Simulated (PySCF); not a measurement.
KPb: frontier orbitals

UHF at R = 3.338 Å; PySCF, scalar-relativistic core potentials, basis sets K def2-SVP, Pb def2-SVP with ECP60. State: ⁴Σ⁻ (quartet), unpaired electrons σ ↑, π ↑↑. Only the outer orbitals are listed, counted within each symmetry, core potentials removing the inner ones.

| spin | orbital | occ. | ε (eV) | on K (%) | main shells (%) |
| --- | --- | --- | --- | --- | --- |
| α | 9σ | 1 | -15.65 | 3 | 97 Pb s |
| α | 10σ | 1 | -5.66 | 19 | 80 Pb p, 15 K s |
| α | 5π | 1 | -5.34 | 7 | 93 Pb p |
| α | 5π | 1 | -5.34 | 7 | 93 Pb p |
| α | 11σ | 0 | -0.32 | 96 | 73 K s, 23 K p |
| α | 12σ | 0 | 1.40 | 100 | 77 K s, 23 K p |
| α | 6π | 0 | 1.61 | 97 | 95 K p |
| β | 9σ | 1 | -11.42 | 3 | 97 Pb s |
| β | 10σ | 0 | -0.31 | 96 | 76 K s, 20 K p |
| β | 11σ | 0 | 1.40 | 98 | 92 K s |
| β | 5π | 0 | 1.68 | 95 | 94 K p |

Which are the highest filled and the lowest empty level, where do they sit, and how wide is the gap?

Highest filled α 5π at -5.34 eV (in %: 93 Pb p); lowest empty α 11σ at -0.32 eV (in %: 73 K s, 23 K p); the gap at UHF is 5.02 eV.

```json
{
 "bond order (Mayer)": "0.64",
 "⟨S²⟩": "3.761",
 "charge on K (Mulliken, basis-dependent)": "0.62",
 "charge on K (Löwdin, basis-dependent)": "0.40",
 "dipole moment (positive dipole means K(−)Pb(+))": "-10.94 D",
 "polarisability along the bond": "169.2 bohr³",
 "polarisability across the bond": "89.9 bohr³"
}
```

These are scalar-relativistic numbers at best; spin–orbit coupling would shift them, the dissociation energy most. The state was picked by a PBE0 search and need not be the measured ground state.
